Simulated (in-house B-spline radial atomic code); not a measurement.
A radial electron density 4πr²n(r) was computed for an atom or ion in its tabulated ground configuration with an all-electron radial atomic-structure program (B-spline basis); method: non-relativistic Hartree-Fock, average of configuration. Columns: r (bohr), 4πr²n(r) (electrons per bohr), bar.

```
 0.00156    1.393 #
 0.00185    1.911 #
 0.00219    2.603 ##
 0.00259     3.52 ###
 0.00307    4.751 ###
 0.00363    6.337 #####
  0.0043    8.407 ######
  0.0051    11.06 ########
 0.00604    14.34 ##########
 0.00715    18.31 #############
 0.00847    23.01 ################
    0.01    28.23 ####################
  0.0119    34.13 ########################
  0.0141    39.93 ############################
  0.0167    45.24 ################################
  0.0198    49.42 ###################################
  0.0234     51.8 #####################################
  0.0277    52.07 #####################################
  0.0328     50.3 ####################################
  0.0389     47.3 ##################################
  0.0461    44.64 ################################
  0.0546    44.13 ###############################
  0.0646    46.93 #################################
  0.0765     52.7 #####################################
  0.0907    59.02 ##########################################
   0.107    61.94 ############################################
   0.127    58.29 #########################################
   0.151    47.47 ##################################
   0.178    34.27 ########################
   0.211    23.54 #################
    0.25    19.51 ##############
   0.297    20.56 ###############
   0.351    21.24 ###############
   0.416    17.78 #############
   0.493    11.15 ########
   0.584    5.024 ####
   0.692    1.553 #
   0.819   0.3159 
   0.971  0.03833 
    1.15 0.002633 
    1.36 9.492e-05
```

Question: Which atom or ion is it?
A. Zr26+
B. Mo26+
C. Rh27+
D. Mo27+

Answer: B. The area under the curve, ∫4πr²n dr = ∫r·4πr²n d(ln r) on this logarithmic grid, is 16 electrons, which only this option has. The configuration is [Ne] 3s2 3p4.
